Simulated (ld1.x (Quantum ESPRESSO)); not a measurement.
## An all-electron radial function and its pseudo partner (antimony)

Columns: radius, all-electron u(r) and pseudo u(r) of the 5p shell (level -4.83 eV) of antimony in the configuration [Kr] 4d10 5s2 5p3; PBE, scalar-relativistic, RRKJ scheme, ld1.x (Quantum ESPRESSO) 7.5.

| r (bohr) | all-electron | pseudo |
| --- | --- | --- |
| 0.113 | 0.0337 | -0.0022 |
| 0.225 | -0.1779 | -0.0088 |
| 0.338 | -0.0794 | -0.0201 |
| 0.450 | 0.1166 | -0.0361 |
| 0.563 | 0.2504 | -0.0573 |
| 0.675 | 0.2845 | -0.0839 |
| 0.788 | 0.2388 | -0.1165 |
| 0.900 | 0.1458 | -0.1550 |
| 1.013 | 0.0302 | -0.1998 |
| 1.125 | -0.0882 | -0.2496 |
| 1.238 | -0.2010 | -0.3043 |
| 1.350 | -0.3008 | -0.3610 |
| 1.463 | -0.3874 | -0.4183 |
| 1.575 | -0.4586 | -0.4724 |
| 1.688 | -0.5166 | -0.5216 |
| 1.800 | -0.5615 | -0.5629 |
| 1.913 | -0.5956 | -0.5958 |
| 2.025 | -0.6195 | -0.6195 |
| 2.138 | -0.6349 | -0.6349 |
| 2.250 | -0.6429 | -0.6429 |
| 2.363 | -0.6448 | -0.6448 |
| 2.475 | -0.6414 | -0.6414 |
| 2.588 | -0.6336 | -0.6336 |
| 2.700 | -0.6224 | -0.6224 |
| 2.813 | -0.6082 | -0.6082 |
| 2.925 | -0.5919 | -0.5919 |

How many radial nodes do the two functions have?

The all-electron 5p function has n − l − 1 = 3; the pseudo-wave has 0, since the states of the same l below it are removed with the core.

At about which radius was the pseudo-wave matched?

2.20 bohr. The columns agree to 0.0005 from 1.91 bohr on; several derivatives are matched, so the curves merge somewhat inside the radius.

Is the pseudo-wave norm-conserving?

Yes: the RRKJ scheme keeps the norm inside the radius equal to the all-electron one, which fixes the energy derivative of the logarithmic derivative at the level.
